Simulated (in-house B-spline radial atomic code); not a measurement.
A fraction x of an electron is removed from 3p in the vanadium ion V⁵⁺, starting from [Ne] 3s2 3p6 and keeping the highest spin. Computed with an all-electron radial atomic-structure program (B-spline basis): non-relativistic BP86, spin-polarised, spherical fractional occupations, point nucleus.

| x | E(x) - E(0) (eV) | 3p down level (eV) |
| --- | --- | --- |
| 0 | 0.0000 | -117.380 |
| 0.05 | 5.8960 | -118.462 |
| 0.18 | 21.4795 | -121.286 |
| 0.33 | 39.9176 | -124.559 |
| 0.49 | 60.1275 | -128.068 |
| 0.5 | 61.4092 | -128.288 |
| 0.53 | 65.2678 | -128.948 |
| 0.67 | 83.5366 | -132.037 |
| 0.85 | 107.6618 | -136.026 |
| 0.92 | 117.2381 | -137.583 |
| 1 | 128.3160 | -139.366 |

The exact functional would give a straight line between the two integer points. Deviations E(x) - E(0) - x[E(1) - E(0)], in eV: -0.52 at x = 0.05, -1.617 at x = 0.18, -2.427 at x = 0.33, -2.747 at x = 0.49, -2.749 at x = 0.5, -2.74 at x = 0.53, -2.435 at x = 0.67, -1.407 at x = 0.85, -0.813 at x = 0.92.

The curve lies below the straight line by up to 2.749 eV (at x = 0.5): convex, the delocalisation error that favours fractional charges.

Q: How well does Slater's transition state (minus the level at half occupation) give the ionisation energy?

A: It gives 128.288 eV against 128.316 eV from the two total energies; NIST lists 128.12 eV, ground level to ground level.
